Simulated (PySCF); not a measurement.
Several molecules and their computed UV-vis stick spectra, shuffled. Method: PySCF 2.14.0, density-fitted response routines, TDDFT CAM-B3LYP/def2-SVPD, vertical, gas phase, core orbitals frozen in the response. Geometries: GFN2-xTB; one conformer of each isolated species. Triplets are in the Tamm–Dancoff approximation.

A. `CC(F)(F)[SiH2][SiH2]N`
B. `C=CS[Si@@H](S)N[SiH3]`
C. `CCCC[SiH2]O`

Lowest singlet levels (six at most, fewer where fewer were computed) with oscillator strengths:

1. 221 nm (f 0.004); 212 nm (f 0.271); 209 nm (f 0.016); 201 nm (f 0.009); 197 nm (f 0.017); 191 nm (f 0.002); T1 3.98 eV
2. 175 nm (f 0.002); 159 nm (f 0.004); 157 nm (f 0.024); 146 nm (f 0.008); 144 nm (f 0.015); 142 nm (f 0.037); T1 6.84 eV
3. 215 nm (f 0.004); 179 nm (f 0.008); 177 nm (f 0.066); 169 nm (f 0.032); 166 nm (f 0.052); 162 nm (f 0.011); T1 5.42 eV

Question: Match each spectrum to its molecule.

Answer: 1 = B, 2 = C, 3 = A.
- A: S1 at 5.78 eV, HOMO→LUMO (94%); Löwdin shares by element: HOMO nitrogen 51%, silicon 22%, hydrogen 10% or more (atoms not listed hold the other 17%); LUMO silicon 48%, nitrogen 8%, hydrogen 7% or more (atoms not listed hold the other 36%); HOMO -8.90 and LUMO 0.29 eV.
- B: S1 at 5.60 eV, HOMO→LUMO+2 (65%); Löwdin shares by element: HOMO sulfur 52%, carbon 38%; LUMO silicon 30%, sulfur 18% or more, hydrogen 11% or more (atoms not listed hold the other 41%); HOMO -7.90 and LUMO 0.58 eV.
- C: S1 at 7.10 eV, HOMO→LUMO (80%); Löwdin shares by element: HOMO carbon 37% or more, silicon 19%, oxygen 16% (atoms not listed hold the other 29%); LUMO oxygen 27%, hydrogen 24% or more, silicon 21% (atoms not listed hold the other 28%); HOMO -9.37 and LUMO 0.91 eV.

Without π bonds the low states are Rydberg-like; a valence basis with one diffuse set may place them up to an eV too high.
